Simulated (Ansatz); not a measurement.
Born–Oppenheimer molecular dynamics of a periodic cell of 12 atoms, HCl (contents 6 HCl, density as packed 1.19 g/cm³ with natural masses). It starts from a partly relaxed structure (largest force component 0.27 eV/Å).

Theory: Ansatz 0.2.0, DFT PBE, scalar-relativistic, plane waves, PAW. Settings: accuracy low, cutoff 420 eV, k mesh 1x1x1, fermi-dirac smearing 0.02 eV, no spin polarisation.

| Item | Value |
| --- | --- |
| ensemble | NVT, Langevin thermostat |
| time step | 0.5 fs |
| steps asked | 300 |
| set temperature | 1000 K |
| friction | 0.02 /fs |
| masses | H 2.014 u |
| seed | 114877 |

Frames 0.5 fs apart, positions in Å, forces in eV/Å.

Velocities at 90.0 fs (Å/ps):

```
Cl 4.05 -3.72 10.88
H -13.05 -17.76 22.56
Cl 5.06 0.32 12.45
H -27.65 -14.10 45.97
Cl -1.07 3.73 3.12
H 33.77 -3.77 2.64
Cl -1.51 -7.96 -3.54
H 5.57 21.93 -13.43
Cl 1.28 4.32 -7.55
H 30.52 11.41 -12.86
Cl -4.14 -2.74 -4.85
H -27.92 13.46 -15.28
```

```xyz
12
Lattice="6.7387 0.0000 0.0000 0.0000 6.7387 0.0000 0.0000 0.0000 6.7387" Properties=species:S:1:pos:R:3:forces:R:3 time_fs=90.0 energy_less_start_eV=0.877 T=1222
Cl 5.228 0.466 2.557 -1.24 -1.09 1.17
H 5.981 0.994 1.730 1.21 1.00 -1.27
Cl 5.023 2.285 5.581 1.09 -0.40 0.79
H 3.928 2.724 5.159 -0.96 0.49 -0.21
Cl 1.479 1.458 4.552 1.28 -0.13 -0.51
H 2.644 1.512 3.895 -1.05 -0.19 0.54
Cl 2.036 5.134 6.516 0.41 0.25 0.78
H 1.554 4.886 5.376 -0.36 -0.13 -0.89
Cl 3.993 4.184 3.006 -1.97 -1.10 0.83
H 4.904 4.795 2.450 1.63 1.14 -0.92
Cl 0.924 2.609 1.716 -0.39 0.73 -0.57
H 0.569 3.601 0.917 0.35 -0.57 0.27
12
Lattice="6.7387 0.0000 0.0000 0.0000 6.7387 0.0000 0.0000 0.0000 6.7387" Properties=species:S:1:pos:R:3:forces:R:3 time_fs=90.5 energy_less_start_eV=0.890 T=1167
Cl 5.229 0.464 2.562 -1.49 -1.27 1.46
H 5.976 0.986 1.740 1.46 1.18 -1.56
Cl 5.026 2.285 5.587 0.90 -0.31 0.69
H 3.913 2.716 5.182 -0.78 0.40 -0.12
Cl 1.478 1.460 4.553 1.53 -0.12 -0.64
H 2.659 1.510 3.896 -1.30 -0.20 0.66
Cl 2.035 5.130 6.514 0.38 0.23 0.72
H 1.556 4.896 5.368 -0.33 -0.10 -0.83
Cl 3.993 4.186 3.002 -1.59 -0.86 0.61
H 4.919 4.800 2.444 1.26 0.89 -0.69
Cl 0.922 2.607 1.714 -0.47 0.94 -0.73
H 0.557 3.608 0.909 0.44 -0.78 0.44
12
Lattice="6.7387 0.0000 0.0000 0.0000 6.7387 0.0000 0.0000 0.0000 6.7387" Properties=species:S:1:pos:R:3:forces:R:3 time_fs=91.0 energy_less_start_eV=0.904 T=1109
Cl 5.231 0.462 2.568 -1.66 -1.39 1.66
H 5.973 0.980 1.750 1.64 1.32 -1.77
Cl 5.028 2.285 5.593 0.69 -0.22 0.59
H 3.899 2.708 5.205 -0.59 0.32 -0.03
Cl 1.478 1.461 4.554 1.72 -0.12 -0.74
H 2.671 1.507 3.898 -1.48 -0.20 0.75
Cl 2.035 5.126 6.513 0.32 0.19 0.57
H 1.557 4.908 5.357 -0.27 -0.06 -0.69
Cl 3.993 4.188 2.998 -1.26 -0.65 0.41
H 4.932 4.805 2.439 0.92 0.66 -0.48
Cl 0.919 2.606 1.711 -0.54 1.12 -0.87
H 0.546 3.614 0.902 0.51 -0.96 0.58
12
Lattice="6.7387 0.0000 0.0000 0.0000 6.7387 0.0000 0.0000 0.0000 6.7387" Properties=species:S:1:pos:R:3:forces:R:3 time_fs=91.5 energy_less_start_eV=0.915 T=1126
Cl 5.233 0.459 2.574 -1.76 -1.46 1.77
H 5.972 0.977 1.758 1.74 1.39 -1.88
Cl 5.030 2.286 5.600 0.48 -0.12 0.50
H 3.884 2.698 5.226 -0.38 0.23 0.05
Cl 1.478 1.462 4.555 1.87 -0.12 -0.81
H 2.682 1.505 3.900 -1.63 -0.20 0.82
Cl 2.035 5.122 6.511 0.24 0.14 0.40
H 1.557 4.922 5.345 -0.20 -0.02 -0.51
Cl 3.993 4.190 2.994 -0.93 -0.45 0.22
H 4.946 4.812 2.435 0.59 0.45 -0.28
Cl 0.916 2.605 1.709 -0.60 1.26 -0.98
H 0.536 3.620 0.896 0.57 -1.10 0.70
12
Lattice="6.7387 0.0000 0.0000 0.0000 6.7387 0.0000 0.0000 0.0000 6.7387" Properties=species:S:1:pos:R:3:forces:R:3 time_fs=92.0 energy_less_start_eV=0.916 T=1081
Cl 5.235 0.457 2.579 -1.74 -1.45 1.75
H 5.974 0.976 1.764 1.72 1.39 -1.86
Cl 5.033 2.286 5.606 0.25 -0.04 0.42
H 3.869 2.687 5.245 -0.16 0.15 0.13
Cl 1.478 1.462 4.556 1.96 -0.12 -0.85
H 2.688 1.502 3.903 -1.71 -0.19 0.85
Cl 2.035 5.118 6.508 0.16 0.11 0.21
H 1.557 4.936 5.333 -0.12 0.02 -0.32
Cl 3.992 4.191 2.991 -0.64 -0.27 0.05
H 4.957 4.820 2.431 0.30 0.26 -0.11
Cl 0.913 2.603 1.706 -0.64 1.38 -1.06
H 0.528 3.627 0.893 0.62 -1.23 0.78
12
Lattice="6.7387 0.0000 0.0000 0.0000 6.7387 0.0000 0.0000 0.0000 6.7387" Properties=species:S:1:pos:R:3:forces:R:3 time_fs=92.5 energy_less_start_eV=0.905 T=935
Cl 5.237 0.454 2.586 -1.62 -1.38 1.63
H 5.977 0.977 1.766 1.61 1.31 -1.74
Cl 5.035 2.287 5.612 0.01 0.05 0.34
H 3.854 2.676 5.262 0.07 0.07 0.20
Cl 1.478 1.462 4.557 1.98 -0.13 -0.85
H 2.692 1.500 3.907 -1.73 -0.19 0.85
Cl 2.034 5.114 6.506 0.09 0.08 0.04
H 1.556 4.950 5.322 -0.05 0.05 -0.15
Cl 3.991 4.192 2.987 -0.39 -0.12 -0.08
H 4.967 4.827 2.428 0.04 0.11 0.04
Cl 0.910 2.602 1.704 -0.67 1.47 -1.12
H 0.521 3.632 0.891 0.65 -1.31 0.84
12
Lattice="6.7387 0.0000 0.0000 0.0000 6.7387 0.0000 0.0000 0.0000 6.7387" Properties=species:S:1:pos:R:3:forces:R:3 time_fs=93.0 energy_less_start_eV=0.883 T=991
Cl 5.239 0.451 2.592 -1.42 -1.25 1.43
H 5.981 0.979 1.766 1.42 1.19 -1.54
Cl 5.038 2.287 5.617 -0.23 0.13 0.27
H 3.840 2.664 5.279 0.30 -0.01 0.27
Cl 1.478 1.463 4.557 1.96 -0.13 -0.83
H 2.693 1.498 3.913 -1.70 -0.18 0.83
Cl 2.034 5.109 6.505 0.04 0.06 -0.10
H 1.555 4.963 5.312 0.01 0.07 -0.01
Cl 3.990 4.193 2.984 -0.16 0.02 -0.21
H 4.976 4.835 2.425 -0.20 -0.04 0.17
Cl 0.907 2.602 1.702 -0.68 1.49 -1.14
H 0.515 3.634 0.890 0.67 -1.34 0.86
12
Lattice="6.7387 0.0000 0.0000 0.0000 6.7387 0.0000 0.0000 0.0000 6.7387" Properties=species:S:1:pos:R:3:forces:R:3 time_fs=93.5 energy_less_start_eV=0.856 T=978
Cl 5.242 0.448 2.598 -1.19 -1.09 1.18
H 5.985 0.982 1.764 1.19 1.03 -1.28
Cl 5.040 2.288 5.622 -0.47 0.20 0.20
H 3.825 2.652 5.295 0.54 -0.07 0.33
Cl 1.478 1.464 4.558 1.90 -0.14 -0.79
H 2.692 1.494 3.919 -1.64 -0.17 0.79
Cl 2.034 5.105 6.503 -0.01 0.04 -0.23
H 1.554 4.975 5.304 0.06 0.09 0.12
Cl 3.989 4.193 2.980 0.07 0.15 -0.33
H 4.984 4.845 2.421 -0.43 -0.18 0.30
Cl 0.904 2.602 1.700 -0.67 1.47 -1.12
H 0.510 3.632 0.889 0.66 -1.32 0.84
12
Lattice="6.7387 0.0000 0.0000 0.0000 6.7387 0.0000 0.0000 0.0000 6.7387" Properties=species:S:1:pos:R:3:forces:R:3 time_fs=94.0 energy_less_start_eV=0.829 T=998
Cl 5.244 0.446 2.604 -0.94 -0.92 0.91
H 5.991 0.986 1.761 0.94 0.87 -1.01
Cl 5.043 2.289 5.628 -0.70 0.26 0.14
H 3.811 2.640 5.312 0.75 -0.13 0.38
Cl 1.478 1.465 4.558 1.79 -0.15 -0.73
H 2.688 1.488 3.927 -1.53 -0.16 0.72
Cl 2.034 5.101 6.502 -0.07 0.03 -0.39
H 1.552 4.991 5.296 0.12 0.10 0.28
Cl 3.988 4.193 2.977 0.29 0.29 -0.45
H 4.993 4.855 2.417 -0.65 -0.32 0.42
Cl 0.900 2.601 1.698 -0.65 1.43 -1.09
H 0.506 3.630 0.888 0.64 -1.29 0.81
12
Lattice="6.7387 0.0000 0.0000 0.0000 6.7387 0.0000 0.0000 0.0000 6.7387" Properties=species:S:1:pos:R:3:forces:R:3 time_fs=94.5 energy_less_start_eV=0.803 T=1063
Cl 5.246 0.444 2.609 -0.69 -0.75 0.63
H 6.000 0.990 1.758 0.69 0.69 -0.73
Cl 5.046 2.289 5.633 -0.90 0.30 0.10
H 3.797 2.628 5.332 0.94 -0.17 0.42
Cl 1.477 1.466 4.558 1.63 -0.17 -0.64
H 2.682 1.480 3.935 -1.37 -0.14 0.63
Cl 2.035 5.097 6.501 -0.12 0.03 -0.52
H 1.551 5.009 5.288 0.18 0.10 0.41
Cl 3.987 4.193 2.974 0.51 0.42 -0.56
H 5.002 4.866 2.414 -0.87 -0.45 0.54
Cl 0.896 2.601 1.695 -0.62 1.36 -1.03
H 0.505 3.625 0.887 0.61 -1.22 0.76
12
Lattice="6.7387 0.0000 0.0000 0.0000 6.7387 0.0000 0.0000 0.0000 6.7387" Properties=species:S:1:pos:R:3:forces:R:3 time_fs=95.0 energy_less_start_eV=0.778 T=1091
Cl 5.249 0.441 2.615 -0.42 -0.56 0.33
H 6.011 0.993 1.754 0.43 0.50 -0.43
Cl 5.049 2.290 5.638 -1.08 0.33 0.07
H 3.784 2.617 5.355 1.12 -0.20 0.44
Cl 1.477 1.467 4.559 1.43 -0.18 -0.53
H 2.674 1.472 3.945 -1.16 -0.13 0.52
Cl 2.035 5.093 6.500 -0.14 0.04 -0.57
H 1.551 5.027 5.283 0.20 0.10 0.47
Cl 3.986 4.193 2.971 0.70 0.54 -0.65
H 5.010 4.877 2.411 -1.07 -0.58 0.64
Cl 0.892 2.602 1.693 -0.56 1.23 -0.94
H 0.505 3.618 0.887 0.55 -1.10 0.66
12
Lattice="6.7387 0.0000 0.0000 0.0000 6.7387 0.0000 0.0000 0.0000 6.7387" Properties=species:S:1:pos:R:3:forces:R:3 time_fs=95.5 energy_less_start_eV=0.764 T=1071
Cl 5.251 0.439 2.620 -0.13 -0.36 0.01
H 6.023 0.996 1.748 0.15 0.30 -0.11
Cl 5.052 2.290 5.643 -1.22 0.35 0.05
H 3.773 2.604 5.378 1.25 -0.22 0.45
Cl 1.477 1.468 4.559 1.21 -0.19 -0.41
H 2.666 1.464 3.955 -0.94 -0.12 0.40
Cl 2.037 5.089 6.498 -0.14 0.05 -0.59
H 1.553 5.046 5.279 0.21 0.09 0.49
Cl 3.985 4.193 2.969 0.88 0.66 -0.74
H 5.016 4.888 2.406 -1.25 -0.69 0.73
Cl 0.889 2.602 1.690 -0.50 1.08 -0.82
H 0.504 3.610 0.888 0.49 -0.95 0.55
```

Of the whole run (150 fs, mean temperature of the second half 1027 K): A run of 0.15 ps of so small a system gives no equilibrium averages. Limits of this set-up: coarse k mesh, low accuracy level.

The run took 3.3 min on 1 thread of AMD EPYC 9R14 (Zen 4), on a shared host, peak memory 0.41 GiB.
